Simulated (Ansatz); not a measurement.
Total energies of FH$_{5}$OSi$_{2}$ (`O[SiH](F)[SiH3]`).

Cartesian coordinates in Å:
```
O 0.5177 -0.9867 -1.5557
Si 0.7564 -0.4763 -0.0196
F 2.1061 0.3841 0.0734
Si -1.0654 0.8810 0.5366
H 1.0870 -1.6722 -1.9094
H 0.9745 -1.6351 0.8880
H -0.8730 1.4391 1.9016
H -2.3111 0.0690 0.5215
H -1.1920 1.9972 -0.4364
```

Charge 0, multiplicity 1. The structure was optimised at the PBE0-D4/def2-TZVP level. It is one conformer, not always the lowest. Basis def2-TZVPP, Ansatz.

RPA on PBE orbitals: Hartree–Fock energy of these orbitals -755.23716 Eh, correlation -1.22036 Eh (frozen core).

| functional | energy without D4 (Eh) | D4 term (kJ/mol) |
| --- | --- | --- |
| r2SCAN | -757.13397 | -4.0 |
| ωB97X-V | -757.11528 | – |

(1) Give the same for LDA (SPW92), PBE, revPBE, BLYP, B97M-V, PBE0, B3LYP, r2SCANh, r2SCAN0, HSE06 (plane-wave form), BHLYP, CAM-B3LYP, LC-ωPBE, ωB97M-V, B2PLYP, PBE-QIDH. (Estimate.)

B3LYP takes the VWN-RPA correlation (the form of Gaussian; ORCA's B3LYP/G). HSE06 is the plane-wave form, built on full-range PBE exchange. The double hybrids freeze the cores in their second-order part.

Answers

(1) The calculation gave: 
| functional | energy without D4 (Eh) | D4 term (kJ/mol) |
| --- | --- | --- |
| LDA (SPW92) | -753.73507 | – |
| PBE | -756.78052 | -16.7 |
| revPBE | -757.07820 | -47.7 |
| BLYP | -757.23312 | -36.5 |
| B97M-V | -757.05803 | – |
| PBE0 | -756.84159 | -14.2 |
| B3LYP | -757.31383 | -27.2 |
| r2SCANh | -757.12101 | -4.3 |
| r2SCAN0 | -757.10267 | -4.7 |
| HSE06 (plane-wave form) | -756.82060 | -13.3 |
| BHLYP | -757.19660 | -21.9 |
| CAM-B3LYP | -757.23491 | -14.5 |
| LC-ωPBE | -756.98942 | – |
| ωB97M-V | -757.16656 | – |
| B2PLYP | -756.92328 | – |
| PBE-QIDH | -756.65373 | – |

LC-ωPBE has ω = 0.4 bohr⁻¹.
